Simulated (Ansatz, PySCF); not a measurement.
Molecule: InBr2 (charge 0, doublet). SMILES: [Br][In][Br]
Structure (B3LYP-D3(BJ)/def2-TZVP (Ansatz, an electronic-structure program) minimum search):
```xyz
3

In     0.6282     0.3100     0.2149
Br    -0.7784     1.4524    -1.5685
Br    -0.1011    -1.8864     1.2676
```
Charge 0, spin multiplicity 2.

Wanted: atomisation energy, in kcal/mol. Conventions: atomisation electronic, to ground-state atoms; open shells spin-unrestricted; no dispersion term unless named; def2 sets with scalar-relativistic core potentials past Kr; no spin-orbit coupling. Ab initio and DFT rows: single points at B3LYP-D3(BJ) geometries (Ansatz). The spin state of an ion or metal species was assumed, not searched.

```csv
species,coefficient,"E at BP86/def2-SVP (PySCF), Eh","E at B3LYP/def2-TZVPD (Ansatz), Eh"
[Br][In][Br],-1,-5338.57698,-5338.67186
Br atom,+2,-2574.06821,-2574.14138
In atom,+1,-190.22667,-190.18671
```

 1 Eh = 627.5095 kcal/mol.

Compute it at each level from the table.


- BP86/def2-SVP: the sum of coefficient times E is 0.21389 Eh, or 134.22 kcal/mol. Result: 134.2 kcal/mol.
- B3LYP/def2-TZVPD: the sum of coefficient times E is 0.20239 Eh, or 127.00 kcal/mol. Result: 127.0 kcal/mol.
